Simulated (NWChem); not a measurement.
Correlation energy of HClSi

```
Si
H 1 1.5382
Cl 1 2.0903 2 95.27
```
Charge 0, spin multiplicity 1.

Program: NWChem. Structure: optimised with PBE0/def2-SVP, a minimum by its harmonic frequencies.

Basis set: cc-pVDZ. Each correlation energy counts from its own Hartree-Fock reference.

The correlated methods keep 10 core orbitals frozen. The structure started from a generated list of species. Coupled-cluster values serve here as a point of comparison, not as the truth.

Q: One of these methods gave a correlation energy of -215.0 mHa. Which?
(A) CCSDT
(B) CR-CCSD[T]
(C) CCSD
(D) RI-MP2

A: D, RI-MP2. The others give -251.7 (CR-CCSD[T]), -246.6 (CCSD), -253.4 (CCSDT).
